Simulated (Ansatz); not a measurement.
`N=C(N)[SiH2]Cl`, relaxed with RKS PBE-D4/def2-SVP in Ansatz 0.2.0 from a rough embedded geometry. The force threshold is 0.03 eV/Å; the program also tests the step.

The species carries charge 0 and has multiplicity 1.

Start:

```xyz
10

N     1.613   -0.580   -0.468
C     0.422   -0.239   -0.309
N    -0.431   -0.231   -1.340
Si   -0.259    0.255    1.444
Cl   -2.027    1.168    1.272
H     1.854   -0.778   -1.436
H    -1.353    0.286   -1.258
H    -0.105   -0.127   -2.306
H     0.710    1.216    2.102
H    -0.424   -0.969    2.300
```

| step | energy (eV) | largest force (eV/Å) | largest move (Å) |
| --- | --- | --- | --- |
| 1 | -24475.9630 | 4.485 | 0.000 |
| 2 | -24476.3421 | 1.424 | 0.102 |
| 3 | -24476.4072 | 0.248 | 0.067 |
| 4 | -24476.4186 | 0.294 | 0.048 |
| 5 | -24476.4212 | 0.200 | 0.032 |
| 6 | -24476.4255 | 0.111 | 0.021 |
| 7 | -24476.4271 | 0.058 | 0.023 |
| 8 | -24476.4281 | 0.057 | 0.026 |
| 9 | -24476.4292 | 0.047 | 0.043 |
| 10 | -24476.4297 | 0.030 | 0.032 |
| 11 | -24476.4298 | 0.055 | 0.021 |
| 12 | -24476.4300 | 0.021 | 0.006 |

End:

```xyz
10

N     1.575   -0.667   -0.313
C     0.372   -0.194   -0.356
N    -0.468    0.006   -1.414
Si   -0.189    0.236    1.404
Cl   -2.143    1.028    1.300
H     1.945   -0.927   -1.247
H    -1.387    0.424   -1.258
H    -0.178   -0.194   -2.373
H     0.703    1.281    1.998
H    -0.231   -0.993    2.258
```

Run time 15 s (4 threads of an Arm Neoverse V1 on a shared host); peak host memory 0.15 GiB.
